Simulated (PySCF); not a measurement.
# Excitation energy of Ag⁺ by level of theory

Ag⁺ [Kr] 4d10 (1S) → Ag⁺ [Kr] 4d9 5p1 (high-spin determinant), as a difference of total energies. All numbers are calculated (PySCF 2.14, scalar relativity through the core potential, in aug-cc-pwCVDZ-PP with ECP28MDF (6s6p5d3f, 70 functions)). Correlated levels: valence: 4s2 4p6 frozen; valence and next inner shell: nothing frozen outside the core potential. The calculations carry no spin-orbit coupling.

| method | excitation energy (eV) |
| --- | --- |
| UHF | 9.171 |
| LDA | 10.157 |
| PBE | 9.889 |
| PBE0 | 9.931 |
| r2SCAN | 9.813 |
| MN15 | 10.334 |
| r2SCAN0 | 9.870 |
| HSE06 | 9.898 |
| B2PLYP | 10.111 |
| MP2 (valence) | 10.580 |
| SCS-MP2 (valence) | 10.515 |
| MP2 (valence and next inner shell) | 10.406 |
| SCS-MP2 (valence and next inner shell) | 10.303 |

**Question.** How much does correlation contribute at MP2 (valence and next inner shell)?

**Answer.** 10.406 − (9.171) = 1.235 eV, measured against UHF.

The determinant of the upper state mixes LS terms, which raises its energy above the lowest term, most at the Hartree-Fock and MP2 levels.
